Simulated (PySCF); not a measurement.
# Aluminium: a sound run and one with changed settings

Sound run: Al⁺ [Ne] 3s2, Al²⁺ [Ne] 3s1. Calculation: PySCF 2.14, in cc-pV(D+d)Z; the non-relativistic Hamiltonian (point nucleus). In the sound run the correlated levels freeze [Ne]. The sound run starts from symmetry-adapted Hartree-Fock orbitals and uses a fine grid where one is needed.

Changed run: the spin-free X2C one-electron Hamiltonian (Gaussian nucleus). This setting is unsound on purpose.

| species | method | sound run (hartree) | changed run (hartree) | converged |
| --- | --- | --- | --- | --- |
| Al⁺ | UHF | -241.66833 | -242.06361 | yes |
| Al⁺ | M06-L | -242.12925 | -242.52443 | yes |
| Al⁺ | MN15 | -242.02915 | -242.42405 | yes |
| Al⁺ | MP2 | -241.69366 | -242.08895 | yes |
| Al⁺ | CCSD(T) | -241.70699 | -242.10224 | yes |
| Al²⁺ | UHF | -241.02361 | -241.41772 | yes |
| Al²⁺ | M06-L | n/a | -241.83642 | yes |
| Al²⁺ | MN15 | -241.34398 | -241.73754 | yes |

Ionisation energy of Al⁺:

```tsv
method	sound run (eV)	changed run (eV)
UHF	17.544	17.576
M06-L	n/a	18.722
MN15	18.644	18.681
MP2	18.233	18.265
SCS-MP2	18.371	18.403
CCSD	18.596	18.627
CCSD(T)	18.596	18.627
CCSDT	18.596	18.627
FCI	18.596	18.627
```

Most of the change in total energy is the relativistic energy itself. On top of that the contraction fixes the core shape for the Hamiltonian it was made with, so the changed run is not a good calculation with the other Hamiltonian either.

For comparison, NIST gives 18.829 eV between the lowest levels.
